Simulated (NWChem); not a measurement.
BeCl (+1) in NWChem

```xyz
2

Be     0.0000     0.0000    -1.4219
Cl     0.0000     0.0000     0.3346
```
Charge +1, spin multiplicity 1.

Program: NWChem. Structure: optimised with B3LYP/def2-SVP, a minimum by its harmonic frequencies.

Symmetry labels belong to the abelian group C2v used in the runs, with the axes of the coordinates shown; states degenerate in a higher group split over its labels.

The spin multiplicity of the parent species was assumed, not shown to be that of its ground state. The structure started from a generated list of species.

Task: List the lowest 3 singlet excitations that TD-BHandHLYP/aug-cc-pVDZ gives, with oscillator strengths.

Result: 
```
state  symmetry  energy (eV)  wavelength (nm)      f
-----  --------  -----------  ---------------  -----
1            b1         3.84              323  0.013
2            b2         3.84              323  0.013
3            a1         5.99              207  0.031
```
